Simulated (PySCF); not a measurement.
# Electronic absorption of C5H11ClSi

Species: C5H11ClSi.
InChI=1S/C5H11ClSi/c1-5(2)7-4-3-6/h3-5H,7H2,1-2H3/b4-3+

Method: TDDFT PBE0/def2-SVPD, vertical, gas phase, core orbitals frozen in the response in PySCF. Isolated species at its GFN2-xTB geometry (one conformer only). Torsions of this conformer, `[CH3:1][CH:2]([CH3:3])[SiH2:4]/[CH:5]=[CH:6]/[Cl:7]`: C1–C2–Si4–C5 60°, C2–Si4–C5–C6 101°.

| state | λ (nm) | E (eV) | f | main configurations (H = HOMO, L = LUMO) |
| --- | --- | --- | --- | --- |
| S1 | 203.5 | 6.09 | 0.310 | H→L (90%) |
| S2 | 189.1 | 6.56 | 0.039 | H-1→L (47%), H-2→L (44%) |
| S3 | 184.9 | 6.70 | 0.0009 | H→L+1 (61%), H→L+2 (23%) |
| S4 | 182.7 | 6.79 | 0.029 | H-2→L (51%), H-1→L (36%) |
| S5 | 175.6 | 7.06 | 0.0027 | H→L+2 (60%), H→L+1 (20%), H-3→L (8%) |
| S6 | 172.8 | 7.17 | 0.0032 | H-3→L (70%), H→L+2 (8%) |

Triplets, Tamm–Dancoff:

| state | E (eV) | λ (nm) | main configurations (H = HOMO, L = LUMO) |
| --- | --- | --- | --- |
| T1 | 4.04 | 307.1 | H→L (83%) |
| T2 | 6.04 | 205.3 | H-1→L (71%) |

The lowest singlet comes at 204 nm (588 kJ/mol) in the ultraviolet; it is strong; its leading configuration is HOMO→LUMO (90%). The lowest level is also the most intense of those listed (f = 0.310). Löwdin shares by element: HOMO carbon 55% or more, chlorine 26% (atoms not listed hold the other 20%); LUMO carbon 62% or more, chlorine 10%, silicon 9% (atoms not listed hold the other 19%). Of the 6 states listed, 3 reach f = 0.01 and none stays under 0.0005. Orbital energies (eV): HOMO-3 -9.36, HOMO-2 -8.93, HOMO-1 -8.39, HOMO -7.51, LUMO -0.72, LUMO+1 0.50, LUMO+2 0.79. Weighted by f, the mean energy of these states is 6.21 eV. Only the lowest 6 singlets were computed, as vertical energies without vibronic structure.
